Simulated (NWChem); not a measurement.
Program: NWChem. System: Cl₂Se, charge 0, spin multiplicity 1, at a geometry optimised with PBE0/def2-SVP. The structure started from a generated list of species. Level: MP2/def2-TZVP, 19 core orbitals frozen.

Job file:

```
start mol
memory heap 200 mb stack 900 mb global 1100 mb
geometry units angstroms nocenter noautoz
  Se     0.000000     0.000000    -0.684105
  Cl    -1.684852     0.000000     0.684105
  Cl     1.684852     0.000000     0.684105
  symmetry group C2v
end
basis spherical
  * library def2-tzvp
end
scf
  rhf
  nopen 0
  maxiter 100
  thresh 1e-7
  semidirect memsize 60000000 filesize 0
end
mp2
  freeze core 19
end
task mp2 energy
```

NWChem printed:

```
             Northwest Computational Chemistry Package (NWChem) 7.3.0
             --------------------------------------------------------

                                NWChem Input Module
                                -------------------

 Scaling coordinates for geometry "geometry" by  1.889725989
 (inverse scale =  0.529177249)

 Turning off AUTOSYM since
 SYMMETRY directive was detected!

                             Geometry "geometry" -> ""
                             -------------------------

 Output coordinates in angstroms (scale by  1.889725989 to convert to a.u.)

  No.       Tag          Charge          X              Y              Z
 ---- ---------------- ---------- -------------- -------------- --------------
    1 Se                  34.0000     0.00000000     0.00000000    -0.68410500
    2 Cl                  17.0000    -1.68485200     0.00000000     0.68410500
    3 Cl                  17.0000     1.68485200     0.00000000     0.68410500

 Effective nuclear repulsion energy (a.u.)     327.2325795109

            Nuclear Dipole moment (a.u.)
            ----------------------------
        X                 Y               Z
 ---------------- ---------------- ----------------
     0.0000000000     0.0000000000     0.0000000000

      Symmetry information
      --------------------

 Group name             C2v
 Group number             16
 Group order               4
 No. of unique centers     2

      Symmetry unique atoms

     1    2


 Summary of "ao basis" -> "" (spherical)
 ------------------------------------------------------------------------------
       Tag                 Description            Shells   Functions and Types
 ---------------- ------------------------------  ------  ---------------------
 *                         def2-tzvp                  on all atoms

 Summary of "ao basis" -> "ao basis" (spherical)
 ------------------------------------------------------------------------------
       Tag                 Description            Shells   Functions and Types
 ---------------- ------------------------------  ------  ---------------------
[...]
     1   1 0 0      0.000000      0.000000      0.000000
     1   0 1 0      0.000000      0.000000      0.000000
     1   0 0 1     -0.497638      0.000000      0.000000

     2   2 0 0    -32.112485      0.000000    344.667318
     2   1 1 0      0.000000      0.000000      0.000000
     2   1 0 1      0.000000      0.000000      0.000000
     2   0 2 0    -33.528564      0.000000      0.000000
     2   0 1 1      0.000000      0.000000      0.000000
     2   0 0 2    -30.639986      0.000000    113.645466

                   NWChem MP2 Semi-direct Energy/Gradient Module
                   ---------------------------------------------

  Basis functions       =    122
  Molecular orbitals    =    122
  Frozen core           =     19
  Frozen virtuals       =      0
  Active alpha occupied =     15
  Active beta occupied  =     15
  Active alpha virtual  =     88
  Active beta virtual   =     88
  Use MO symmetry       = T
  Use skeleton AO sym   = T

  AO/Fock/Back tols     =   1.0D-09  1.0D-09  1.0D-09

 GA uses MA = F    GA memory limited = T

 Available:
  local mem=  1.26D+08
 global mem=  1.44D+08
 local disk=  0.00D+00
  mp2_memr nvloc                    88
  nvloc new                    88
   1 passes of  15:        5242880                      96336                  31881341.
   1 passes of  15: M    126143328           G      144149432           F     120900448.

 Semi-direct pass number   1 of   1  for RHF alpha+beta  at        2.6s
  vrange nnbf                  7098
  mp2_eaftype                   121  avail_ma_in_mb                  1099
 EAF : mp2_eaftype filesize         121   15940670.
  mp2_eaf for mointskh                    121
Node 0 wrote     75.0 Mb in      0.0 s     Agg I/O rate:  4681.9 Mb/s
 Done moints_semi at        9.1s
  mp2_eaftype                   121  avail_ma_in_mb                   978
 EAF : mp2_eaftype filesize         121   15940670.
  mp2_eaf for kh                   121
 Done maket at        9.3s
 Done multipass loop at        9.3s

          -------------------------------------------
          SCF energy               -3318.864864508021
          Correlation energy          -0.636316400564
          Singlet pairs               -0.373134027838
          Triplet pairs               -0.263182372726
          Total MP2 energy         -3319.501180908585
          -------------------------------------------

          ---------------------------------------------------
                    Spin Component Scaled (SCS) MP2
          Same spin pairs                     -0.175454915151
          Same spin scaling factor             0.333333333333
          Opposite spin pairs                 -0.460861485413
          Opposite spin scaling fact.          1.200000000000
          SCS-MP2 correlation energy          -0.611518754213
          Total SCS-MP2 energy             -3319.476383262234
          ---------------------------------------------------

 -----------------------
 Performance information
 -----------------------

 Timer overhead =  1.73D-07 seconds/call

               Nr. of calls         CPU time (s)                 Wall time (s)                GFlops
             ---------------    -------------------     ------------------------------   -------------------
Name         Min   Avg   Max    Min     Avg     Max     Min     Avg     Max   Mx/calls   Min     Max     Sum
mp2: moin     1     1     1    6.5     6.5     6.5      6.5     6.5     6.5     6.5      0.0     0.0     0.0
mp2: make     1     1     1   0.21    0.21    0.21     0.21    0.21    0.21    0.21      0.0     0.0     0.0
mp2: tota     1     1     1    6.8     6.8     6.8      6.8     6.8     6.8     6.8      0.0     0.0     0.0

 The average no. of pstat calls per process was 3.00D+00
 with a timing overhead of 5.19D-07s

 Task  times  cpu:        9.3s     wall:        9.3s

 Total times  cpu:        9.3s     wall:        9.3s
```
